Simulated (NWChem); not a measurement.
System: C$_{3}$H$_{5}$F; SMILES C/C=C\F

NWChem input:

```
start job
memory heap 200 mb stack 900 mb global 1100 mb
geometry units angstroms
  C      0.551505     1.484022     0.000000
  C     -0.651118     0.591119     0.000000
  C     -0.616208    -0.750182     0.000000
  F      0.538386    -1.447688     0.000000
  H      1.488401     0.895530     0.000000
  H      0.560069     2.149442     0.889689
  H      0.560069     2.149442    -0.889689
  H     -1.654755     1.046790     0.000000
  H     -1.502902    -1.405544     0.000000
end
basis spherical
  C library 6-31g*
  F library 6-31g*
  H library 6-31g*
end
dft
  xc b3lyp
  iterations 150
end
driver
  maxiter 120
end
task dft optimize
task dft freq
```

B3LYP is NWChem's, with the RPA form of VWN correlation.

The level has its own optimisation; frequencies are unscaled. Brackets give each atom's bonded neighbours.

**Question.** What results follow from this input? (B3LYP/6-31G* (spherical d).) Quantities: r C–C [C(CCH)–C(CHHH)] (Å); r C–C [C(CCH)–C(CFH)] (Å); r C–H [C(CCH)–H(C)] (Å); r C–F (Å); highest harmonic frequency (cm⁻¹); lowest (cm⁻¹); zero-point energy (kcal/mol); dipole (D).

**Answer.** 
| Item | Result |
|---|---|
| r C–C [C(CCH)–C(CHHH)] (Å) | 1.501 |
| r C–C [C(CCH)–C(CFH)] (Å) | 1.328 |
| r C–H [C(CCH)–H(C)] (Å) | 1.088 |
| r C–F (Å) | 1.353 |
| highest harmonic frequency (cm⁻¹) | 3227 |
| lowest (cm⁻¹) | 151 |
| zero-point energy (kcal/mol) | 45.8 |
| dipole (D) | 1.29 |
